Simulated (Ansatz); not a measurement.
```yaml
crystal:
  periodic: [false, false, false]
  atoms:
    - {symbol: C, position_ang: [-0.039754, 0.509975, -1.632099]}
    - {symbol: O, position_ang: [0.194524, 0.268279, -0.265428]}
    - {symbol: Si, position_ang: [-0.650007, -0.865998, 0.604230]}
    - {symbol: N, position_ang: [0.126860, -0.617412, 2.101208]}
    - {symbol: H, position_ang: [-0.333492, 1.553216, -1.775211]}
    - {symbol: H, position_ang: [-0.832710, -0.132463, -2.035414]}
    - {symbol: H, position_ang: [0.876383, 0.326266, -2.199606]}
    - {symbol: H, position_ang: [-0.116784, -1.142713, 2.924571]}
    - {symbol: H, position_ang: [0.863479, 0.054350, 2.260648]}
basis:
  gaussian: {orbitals: cc-pVTZ-DK}
hamiltonian: {xc: {name: r2SCAN}, dispersion: d3bj}
output: {forces: true}
```

```sh
$ ansatz run in.yaml --threads 4 --pin off --events-out ev --progress --plain --max-ram 10444MiB
```

Output, abridged:

```
Warning: the engine holds no damping parameters fitted to this dispersion correction and functional, so the run takes those fitted to r2scan beside the three-body term, which d3bj leaves out (hamiltonian.dispersion, under Limitations)
Functional definition: r2SCAN
1079 factors; their error is unknown
mean field evaluation 1: about -12539.0973 eV, gradient 8.3e1 eV
mean field evaluation 2: about -12497.9640 eV, gradient 1.5e2 eV
mean field evaluation 4: about -12551.8642 eV, gradient 1.0e1 eV
mean field evaluation 8: about -12552.0998 eV, gradient 8.4e-2 eV
mean field evaluation 16: about -12552.0636 eV, gradient 2.8e-5 eV
mean field -12552.06360727 eV, -461.2798294728 hartree, gradient 2.9e-5 eV, S^2 0.000000; 0 other end points of the search recorded, 0 dependent functions left out
reference -12552.06361835 eV, -461.2798298800 hartree; 20, 20 occupied and 174, 174 virtual orbitals, 1079 factors
Total energy: -12552.10685112 eV, -461.2814186552 hartree
Relativity: scalar
Atom 0 at    -0.039754     0.509975    -1.632099 Å, force    -0.062188     0.059175    -0.348979 eV/Å
Atom 1 at     0.194524     0.268279    -0.265428 Å, force     0.221920     0.167128     0.150008 eV/Å
Atom 2 at    -0.650007    -0.865998     0.604230 Å, force    -0.283912    -0.274382    -0.016618 eV/Å
Atom 3 at     0.126860    -0.617412     2.101208 Å, force     0.063145     0.012402     0.144376 eV/Å
Atom 4 at    -0.333492     1.553216    -1.775211 Å, force     0.010023    -0.014793     0.004150 eV/Å
Atom 5 at    -0.832710    -0.132463    -2.035414 Å, force     0.013355     0.014098    -0.002495 eV/Å
Atom 6 at     0.876383     0.326266    -2.199606 Å, force    -0.011871     0.007533     0.011804 eV/Å
Atom 7 at    -0.116784    -1.142713     2.924571 Å, force     0.017955     0.009130     0.024820 eV/Å
Atom 8 at     0.863479     0.054350     2.260648 Å, force     0.031573     0.019708     0.032933 eV/Å
Dipole moment:     0.152934     0.111137     0.114981 e Å
```

Run time 2 s (4 threads of an Arm Neoverse V2 on a shared host); peak host memory 0.38 GiB.
